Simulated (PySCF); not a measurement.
C$_{6}$H$_{13}$ (SMILES C[CH]CCCC), doublet, at a GFN2-xTB geometry. Base run: PBE/STO-3G run with PySCF.

PySCF was given this input:
```python
from pyscf import gto, scf, dft

mol = gto.Mole()
mol.atom = '''
    C    -2.75616312   -0.20561197    0.21276207
    C    -1.78454608    0.34115459   -0.75813841
    C    -0.36833833   -0.07787926   -0.76501162
    C     0.47699560    0.72934297    0.24942291
    C     1.96728692    0.39989938    0.18541199
    C     2.29100802   -1.01760492    0.64259801
    H    -2.43036344   -1.17449609    0.58708687
    H    -3.74337372   -0.31406975   -0.24055654
    H    -2.88342474    0.46072730    1.07634029
    H    -2.06746123    1.21659395   -1.31898910
    H     0.06525893    0.07423610   -1.75750878
    H    -0.29501304   -1.13731544   -0.50994433
    H     0.10161226    0.53347479    1.25569411
    H     0.33847710    1.79290047    0.04232314
    H     2.32530831    0.54255798   -0.83693164
    H     2.50353754    1.10698358    0.82389160
    H     1.85952607   -1.75394638   -0.03040284
    H     1.90061025   -1.19301961    1.64295739
    H     3.36784771   -1.17043147    0.66376993
'''
mol.basis = 'sto-3g'
mol.spin = 1
mol.verbose = 5
mol.build()

mf = dft.UKS(mol)
mf.xc = 'pbe'
mf.kernel()
mf.analyze()
```

Each row names what was changed in the base input (with any setting that the change needs).

```json
[
 {"change": "base", "ΔE vs base (mEh)": "0.000", "fitting functions": "-", "dipole (D)": "0.23"},
 {"change": "auxbasis = cc-pvdz-jkfit", "ΔE vs base (mEh)": "-0.459", "fitting functions": "719", "dipole (D)": "0.23"},
 {"change": "auxbasis = def2-universal-jfit", "ΔE vs base (mEh)": "-2.730", "fitting functions": "437", "dipole (D)": "0.23"},
 {"change": "auxbasis = cc-pvtz-ri", "ΔE vs base (mEh)": "-1.916", "fitting functions": "876", "dipole (D)": "0.23"},
 {"change": "auxbasis = even-tempered beta=2.0", "ΔE vs base (mEh)": "-12.792", "fitting functions": "365", "dipole (D)": "0.23"},
 {"change": "auxbasis = even-tempered beta=1.6", "ΔE vs base (mEh)": "-12.157", "fitting functions": "511", "dipole (D)": "0.23"},
 {"change": "auxbasis = def2-svp-ri", "ΔE vs base (mEh)": "-13.114", "fitting functions": "470", "dipole (D)": "0.23"},
 {"change": "auxbasis = def2-universal-jkfit", "ΔE vs base (mEh)": "-1.919", "fitting functions": "684", "dipole (D)": "0.23"},
 {"change": "auxbasis = default (with mf = mf.density_fit())", "ΔE vs base (mEh)": "-1.919", "fitting functions": "684", "dipole (D)": "0.23"},
 {"change": "auxbasis = autoaux", "ΔE vs base (mEh)": "-12.833", "fitting functions": "487", "dipole (D)": "0.23"}
]
```

A fitting set is made for a task (jfit for Coulomb, jkfit for Coulomb and exchange, ri for correlation) and for a family of orbital bases.

Open shells are given as the SCF converged; they aren't shown to be the lowest states, and a large step between rows can be another state.
